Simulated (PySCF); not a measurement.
PbBr, SMILES [Br][Pb+] (connectivity only; charge and spin as stated), charge +1, multiplicity 1. Atoms are numbered in the order given.

```xyz
2

Pb     0.0000     0.0000    -0.7513
Br     0.0000     0.0000     1.7602
```
Charge +1, spin multiplicity 1.

The structure is a stationary point at B3LYP-D3(BJ)/def2-TZVP. The multiplicity is an assumed one; other spin states were not compared. The def2 effective core potentials stand for the cores of Pb; spin–orbit coupling is left out.

Computed with r2SCAN/def2-TZVPD (PySCF).

Mulliken values depend strongly on the basis, most of all with diffuse functions as here. ESP charges are fitted to the potential on shells at 1.4 to 2.0 van der Waals radii. Atomic charges (e):

```csv
atom,Mulliken,ESP fit
Pb1,1.13,___
Br2,-0.13,___
```

Problem. What belongs in the gaps? (An estimate is asked for; the answer gives what the named calculation found.)

Solution. 
- Pb1, ESP fit: 1.01
- Br2, ESP fit: -0.01
